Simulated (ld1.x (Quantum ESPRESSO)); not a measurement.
# What one change does to a pseudopotential (zirconium (Zr), RRKJ)

zirconium, norm-conserving RRKJ (Kleinman–Bylander form), made with ld1.x (Quantum ESPRESSO) 7.5 (PBE, scalar-relativistic). Core [Ar] 3d10, reference 4s2 4p6 4d2 5s0 5p0 (charge +2). Waves: 4s (bound): rc 1.85 bohr; 4d (bound): rc 2.90 bohr; 4p (bound): rc 2.20 bohr. Local part: the p channel. Core correction: a·sin(br)/r model core inside 0.85 bohr.

All-electron outer shells of the reference configuration (PBE, scalar-relativistic, ld1.x):

```json
{"shell": "3d", "level (eV)": "-189.26", "outermost node (bohr)": "–", "outermost maximum (bohr)": "0.35"}
{"shell": "4s", "level (eV)": "-68.99", "outermost node (bohr)": "0.55", "outermost maximum (bohr)": "1.08"}
{"shell": "4p", "level (eV)": "-46.92", "outermost node (bohr)": "0.56", "outermost maximum (bohr)": "1.17"}
{"shell": "4d", "level (eV)": "-17.30", "outermost node (bohr)": "0.58", "outermost maximum (bohr)": "1.57"}
{"shell": "5s", "level (eV)": "-16.04", "outermost node (bohr)": "1.45", "outermost maximum (bohr)": "2.85"}
{"shell": "5p", "level (eV)": "-11.67", "outermost node (bohr)": "1.66", "outermost maximum (bohr)": "3.44"}
```

Change: reference 4s2 4p6 4d2 5s2 5p0 (5s counted twice).

Cutoffs: the cutoffs (Ry, on a coarse ladder) from which the occupation-weighted sum of valence levels, in a spherical-Bessel basis at the reference potential, stays within 10 and 1 mRy of its value at 400 Ry; they do not see the model core or the augmentation charge, which bear on the density cutoff. Errors are all-electron minus pseudo energies relative to the spin-unpolarised reference configuration.

What does the change do?

The potential gets neither clearly harder nor softer (30 Ry and 45 Ry → 30 Ry and 45 Ry); the s channel sets the loose cutoff, while the largest relative change is in d, which becomes softer; the miss of the reference levels goes from 0.00 to 0.27 eV; neither file shows a bound ghost. In the changed file ld1.x takes every shell without a wave as core, so the model core holds the 5s electrons as well and exchange and correlation see them twice. This cancels in the reference configuration, but the file is broken for other ones, and its errors say nothing about a proper core correction.

| quantity | base | changed |
| --- | --- | --- |
| cutoff, loose | 30 Ry | 30 Ry |
| cutoff, tight | 45 Ry | 45 Ry |
| loose cutoff by channel (10 mRy a level) | s 30 Ry, d 18 Ry, p 18 Ry | s 30 Ry, d 15 Ry, p 18 Ry |
| bound ghosts | none | none |
| largest miss of a reference level, eV | 0.00 | 0.27 |
| largest error over its own tests, meV | +827 | -2075 |
| s: phases at 3.13 bohr within 0.05 rad from the reference energy up to (Ry; the scan ends near 5) | -1.7 | -0.7 |
| p: phases at 3.13 bohr within 0.05 rad from the reference energy up to (Ry; the scan ends near 5) | -1.1 | -0.1 |
| d: phases at 3.13 bohr within 0.05 rad from the reference energy up to (Ry; the scan ends near 5) | 0.2 | 1.2 |
